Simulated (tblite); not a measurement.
Start geometry of `C=CCC(C)(C)C(=O)Cl` from a force field or distance geometry (Å):
```
atom  x, y, z in Å
C1     2.8176   -0.3233   -0.3042
C2     1.7038    0.2890   -0.7717
C3     0.6522    0.6526    0.2193
C4    -0.6837    0.0062   -0.0792
C5    -1.6904    0.4445    0.9897
C6    -0.6253   -1.4966   -0.1213
C7    -1.2137    0.5876   -1.3605
O8    -1.4361   -0.1015   -2.3299
Cl9   -1.4753    2.3251   -1.3437
H10    2.9093   -0.5351    0.7804
H11    3.6167   -0.6202   -0.9483
H12    1.5993    0.4941   -1.8308
H13    0.4820    1.7632    0.0590
H14    1.0456    0.4736    1.2151
H15   -2.6827    0.6321    0.5078
H16   -1.7397   -0.2950    1.8111
H17   -1.3723    1.4286    1.4235
H18    0.4148   -1.9072   -0.0801
H19   -1.2367   -1.8661    0.7577
H20   -1.0906   -1.9408   -1.0066
```

Problem. What comes out of this run: GFN2-xTB geometry optimisation, gas phase (tblite 0.8.0)?

Solution. 
```
atom  x, y, z in Å
C1     2.832   -0.361   -0.321
C2     1.731    0.299   -0.628
C3     0.648    0.634    0.348
C4    -0.720    0.052   -0.070
C5    -1.800    0.500    0.922
C6    -0.651   -1.476   -0.119
C7    -1.089    0.548   -1.444
O8    -1.336   -0.087   -2.412
Cl9   -1.168    2.323   -1.551
H10    3.020   -0.715    0.679
H11    3.593   -0.573   -1.052
H12    1.564    0.643   -1.641
H13    0.560    1.721    0.423
H14    0.902    0.242    1.335
H15   -2.773    0.112    0.627
H16   -1.563    0.120    1.912
H17   -1.859    1.584    0.970
H18    0.116   -1.799   -0.819
H19   -0.409   -1.867    0.866
H20   -1.604   -1.890   -0.437
```

The energy falls by 65.2 kJ/mol over 123 L-BFGS steps, the largest force on an atom goes from 2.63 to 0.009 eV/Å, and the atoms move by 0.419 Å rms after alignment. The bond that changes most is C6–H19 (methyl carbon to methyl hydrogen), which shortens by 0.046 Å. Bonds longer at the end by more than 0.005 Å: 6 of 19; shorter: 10. Among the angles that change most is C4–C3–H14, from 115.5° to 108.4°. Among the dihedrals that turn most is C7–C4–C6–H19, from -124° to -179°. Rotational constants go from 1833, 1006, 910.7 to 1726, 1046, 919.3 MHz. The orientation of the end geometry is arbitrary; only internal coordinates are fixed.

Hardware: one thread of an Arm Neoverse V2, no GPU, shared host. Cost: 0.82 s.

Its GFN2-xTB frequencies are all real (lowest 43 cm⁻¹). One conformer, not necessarily the lowest.

The numbers are calculated, not measured.
